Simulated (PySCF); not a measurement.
# Palladium: a sound run and one with changed settings

Sound run: Pd [Kr] 4d10, Pd+ [Kr] 4d9. Computed with PySCF 2.14 in def2-TZVP with the def2 core potential (28 electrons), with scalar relativity through the core potential. The sound run starts from symmetry-adapted Hartree-Fock orbitals and uses a fine grid where one is needed.

Changed run: basis STO-3G, all-electron and non-relativistic. This setting is unsound on purpose.

| species | method | sound run (hartree) | changed run (hartree) | converged |
| --- | --- | --- | --- | --- |
| Pd | UHF | -127.03019 | -4888.59991 | yes |
| Pd | B3LYP | -127.91603 | -4890.42700 | yes |
| Pd | M06-2X | -127.79513 | -4890.56990 | yes |
| Pd+ | UHF | -126.79939 | -4888.95469 | yes |
| Pd+ | B3LYP | -127.60094 | -4890.73395 | yes |
| Pd+ | M06-2X | -127.48468 | -4890.87071 | yes |

Ionisation energy of Pd:

| method | sound run (eV) | changed run (eV) |
| --- | --- | --- |
| UHF | 6.281 | -9.654 |
| B3LYP | 8.574 | -8.353 |
| M06-2X | 8.448 | -8.186 |

A minimal basis cannot let orbitals breathe on ionisation and holds almost no correlation. The Hamiltonian changed with the basis, so the totals do not compare. A negative ionisation energy or a positive MP2 energy shows that the occupation asked for is not the lowest one in this basis.

For comparison, NIST gives 8.337 eV between the lowest levels.
